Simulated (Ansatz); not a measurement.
Computed with Ansatz on PBE0-D4/def2-TZVP structures; ΔE is electronic, products minus reactants. CCSD(T)/CBS adds triple-zeta CCSD(T) − MP2 to the extrapolated MP2 energy (def2 sets, frozen cores). DFT in def2-TZVPP. One conformer a species, not always the lowest.

Reaction (redistribution): `O[SiH](F)S[SiH2]Cl` + `[AlH2][SiH2]Cl` → `O[SiH](F)[AlH2]` + `Cl[SiH2]S[SiH2]Cl`

| level | ΔE (kJ/mol) |
| --- | --- |
| PBE0-D4 | 22.1 |
| MP2/def2-TZVPP | 20.1 |

Q: What does CCSD(T)/CBS give? (An estimate is asked.)

A: Ansatz gave: +20.7 kJ/mol. The listed levels differ from it by 1.4, -0.6 kJ/mol.

Largest T1 diagnostic among the species: 0.012.
